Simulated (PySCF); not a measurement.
**Molecular orbitals of LaP**

r²SCAN0 at R = 2.424 Å; basis La def2-TZVPP with ECP46, P def2-TZVPP; scalar-relativistic core potentials; PySCF 2.14. State: triplet, about 0.1 electrons in the 4f shell (Mulliken). Only the outer orbitals are listed, counted within each symmetry, core potentials removing the inner ones.

```tsv
spin	orbital	occ.	ε (eV)	on La (%)	main shells (%)
α	5σ	1	-25.06	92	92 La p
α	2π	1	-24.50	100	100 La p
α	2π	1	-24.50	100	100 La p
α	6σ	1	-14.40	13	86 P s
α	7σ	1	-6.83	32	65 P p, 26 La d
α	3π	1	-5.83	34	65 P p, 30 La d
α	3π	1	-5.83	34	65 P p, 30 La d
α	8σ	1	-4.25	101	83 La s, 14 La d
α	1δ	0	-1.97	99	99 La d
α	1δ	0	-1.97	99	99 La d
α	4π	0	-1.53	89	52 La p, 37 La d, 10 P p
β	5σ	1	-24.25	95	95 La p
β	2π	1	-24.20	100	100 La p
β	2π	1	-24.20	100	100 La p
β	6σ	1	-13.16	13	87 P s
β	3π	1	-5.61	32	68 P p, 28 La d
β	3π	1	-5.61	32	68 P p, 28 La d
β	7σ	0	-2.85	43	54 P p, 26 La d, 9 La s
β	8σ	0	-1.81	98	71 La s, 20 La d
β	1δ	0	-1.19	99	99 La d
```

Task: Which are the highest filled and the lowest empty level, where do they sit, and how wide is the gap?

Result: Highest filled α 8σ at -4.25 eV (in %: 83 La s, 14 La d); lowest empty β 7σ at -2.85 eV (in %: 54 P p, 26 La d, 9 La s); the gap at r²SCAN0 is 1.40 eV.

* bond order (Mayer): 2.49
* ⟨S²⟩: 2.011
* charge on La (Mulliken, basis-dependent): 0.26
* charge on La (Löwdin, basis-dependent): -0.32
* dipole moment (positive dipole means La(−)P(+)): -5.15 D

Shares are Mulliken populations and can fall outside 0 to 100 %.

Spin–orbit coupling is left out. With d or f electrons several states lie close, and the lowest PBE0 determinant need not be the measured ground state.
